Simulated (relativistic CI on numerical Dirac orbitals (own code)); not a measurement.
**V⁺: M2,3 absorption edge**

Computed with this model: Dirac-Coulomb-Breit CI, KLI orbitals optimised for each configuration, model QED (radiative potential, 1s self-energy scaled to tabulated hydrogen-like ionisation energies), valence Slater integrals scaled by 0.7, multiplet model of core-to-valence dipole absorption; configurations [Ar] 3d4 → [Ne] 3s2 3p5 3d5; 80 K; Lorentzian 0.8 eV and Gaussian 0.3 eV FWHM. Energies are those of the free ion, without screening or charge transfer. The branching ratio is the share of the lower-energy edge in the whole absorption, uncertain by about 0.02 where the edges overlap. S is read from ⟨S²⟩ = S(S + 1).

Field parameters in Wybourne normalisation: D3d B²₀ = −7Dσ, B⁴₀ = −14Dq − 21Dτ, B⁴₃ = −14√(10/7) Dq; D4h B²₀ = −7Ds, B⁴₀ = 21(Dq − Dt), B⁴₄ = 21√(5/14) Dq; Oh B⁴₀ = 21Dq, B⁴₄ = √(5/14) B⁴₀; Td as Oh with Dq negative (B⁴₀ = 21Dq, B⁴₄ = √(5/14) B⁴₀). The field is a parameter set, without covalency.

Computed curve for Td, 10Dq = -2850 cm⁻¹, scaled to 100 at the maximum (points under 2 are left out and the grid is thinned):

```json
{"Energy (eV)": "37.4", "Intensity": "2.1"}
{"Energy (eV)": "37.6", "Intensity": "2.6"}
{"Energy (eV)": "37.9", "Intensity": "3.5"}
{"Energy (eV)": "38.1", "Intensity": "4.4"}
{"Energy (eV)": "38.3", "Intensity": "5.4"}
{"Energy (eV)": "38.5", "Intensity": "6.4"}
{"Energy (eV)": "38.8", "Intensity": "6.4"}
{"Energy (eV)": "39.0", "Intensity": "5.7"}
{"Energy (eV)": "39.2", "Intensity": "4.9"}
{"Energy (eV)": "39.5", "Intensity": "4.3"}
{"Energy (eV)": "39.7", "Intensity": "4.4"}
{"Energy (eV)": "39.9", "Intensity": "4.8"}
{"Energy (eV)": "40.1", "Intensity": "5.5"}
{"Energy (eV)": "40.4", "Intensity": "7.2"}
{"Energy (eV)": "40.6", "Intensity": "8.7"}
{"Energy (eV)": "40.8", "Intensity": "10.4"}
{"Energy (eV)": "41.1", "Intensity": "13.3"}
{"Energy (eV)": "41.3", "Intensity": "15.4"}
{"Energy (eV)": "41.5", "Intensity": "18.3"}
{"Energy (eV)": "41.7", "Intensity": "23.3"}
{"Energy (eV)": "42.0", "Intensity": "39.8"}
{"Energy (eV)": "42.2", "Intensity": "60.3"}
{"Energy (eV)": "42.4", "Intensity": "85.2"}
{"Energy (eV)": "42.7", "Intensity": "100.0"}
{"Energy (eV)": "42.9", "Intensity": "90.5"}
{"Energy (eV)": "43.1", "Intensity": "79.6"}
{"Energy (eV)": "43.3", "Intensity": "67.6"}
{"Energy (eV)": "43.6", "Intensity": "42.4"}
{"Energy (eV)": "43.8", "Intensity": "28.5"}
{"Energy (eV)": "44.0", "Intensity": "19.7"}
{"Energy (eV)": "44.3", "Intensity": "12.4"}
{"Energy (eV)": "44.5", "Intensity": "9.8"}
{"Energy (eV)": "44.7", "Intensity": "8.0"}
{"Energy (eV)": "45.0", "Intensity": "6.3"}
{"Energy (eV)": "45.2", "Intensity": "5.6"}
{"Energy (eV)": "45.4", "Intensity": "5.2"}
{"Energy (eV)": "45.6", "Intensity": "4.9"}
{"Energy (eV)": "45.9", "Intensity": "4.8"}
{"Energy (eV)": "46.1", "Intensity": "4.9"}
{"Energy (eV)": "46.3", "Intensity": "5.2"}
{"Energy (eV)": "46.6", "Intensity": "6.2"}
{"Energy (eV)": "46.8", "Intensity": "7.4"}
{"Energy (eV)": "47.0", "Intensity": "9.2"}
{"Energy (eV)": "47.2", "Intensity": "12.1"}
{"Energy (eV)": "47.5", "Intensity": "20.6"}
{"Energy (eV)": "47.7", "Intensity": "31.5"}
{"Energy (eV)": "47.9", "Intensity": "47.6"}
{"Energy (eV)": "48.2", "Intensity": "65.2"}
{"Energy (eV)": "48.4", "Intensity": "59.3"}
{"Energy (eV)": "48.6", "Intensity": "43.6"}
{"Energy (eV)": "48.8", "Intensity": "28.5"}
{"Energy (eV)": "49.1", "Intensity": "15.1"}
{"Energy (eV)": "49.3", "Intensity": "10.5"}
{"Energy (eV)": "49.5", "Intensity": "7.8"}
{"Energy (eV)": "49.8", "Intensity": "5.3"}
{"Energy (eV)": "50.0", "Intensity": "4.3"}
{"Energy (eV)": "50.2", "Intensity": "3.5"}
{"Energy (eV)": "50.4", "Intensity": "3.0"}
{"Energy (eV)": "50.7", "Intensity": "2.4"}
{"Energy (eV)": "50.9", "Intensity": "2.1"}
```

The ground state has S = 2.00, and the centroid lies at 44.38 eV.
